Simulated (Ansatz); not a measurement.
`C=[CH][In]([F])[F]` + NH₃ → `[NH2][In]([F])[F]` + ethylene at 400 K and 1 bar (ligand exchange at the In–C bond).

Gas-phase electronic energies from Ansatz, PBE0-D4/def2-TZVP geometries. CCSD(T)/CBS is the MP2 limit (def2-TZVPP, def2-QZVPP) plus CCSD(T) − MP2 in def2-TZVPP, frozen cores. This one scheme is used for every species. def2 core potentials past Kr. For In outer-core shells are correlated without core-valence functions, which leaves a few kJ/mol of doubt a bond. One conformer a species, not always the lowest.

```
             species  CCSD(T)/CBS energy (Eh)  H − E (kJ/mol)  S (J/(mol·K))
`C=[CH][In]([F])[F]`               -467.34185           150.3          395.4
                 NH₃                -56.50880           104.2          203.1
 `[NH2][In]([F])[F]`               -445.37255           103.0          362.4
               `C=C`                -78.48111           149.4          232.7
```

H − E and S are ideal-gas, rigid-rotor, harmonic terms from PBE0-D4/def2-TZVP, for one conformer and one mirror image of each species. 1 Eh = 2625.50 kJ/mol, R = 8.31446 J/(mol·K).

Question: By hand: ΔE, ΔH, ΔS and ΔG.

Answer: ΔE = (-445.37255) + (-78.48111) − (-467.34185) − (-56.50880) = -0.00301 Eh = -7.9 kJ/mol. Δ(H − E) = 103.0 + 149.4 − 150.3 − 104.2 = -2.1, so ΔH = -10.0 kJ/mol. ΔS = 362.4 + 232.7 − 395.4 − 203.1 = -3.4 J/(mol·K). ΔG = -10.0 − 400 × (-3.4)/1000 = -8.6 kJ/mol.

Question: By hand: the equilibrium constant, and the temperature at which ΔG would vanish if ΔH and ΔS stayed fixed.

Answer: log₁₀ K = −ΔG/(RT ln 10) = 1.1. ΔG = 0 at ΔH/ΔS = 2941 K, far beyond where these terms or the molecules hold.

The number of gas molecules stays the same, so ΔS is small and ΔH decides. A doubt of 5 kJ/mol in ΔE shifts log₁₀ K by 0.7 here. Other conformers and mirror images would add mixing entropy, several J/(mol·K) or more a flexible species. Modes under 60 cm⁻¹, often nearly free rotors, make the harmonic entropy too high. These are equilibria of isolated gas molecules and say nothing of rates. Largest T1 diagnostic: 0.016 (customary marks: 0.02 for closed shells, 0.045 for open ones).
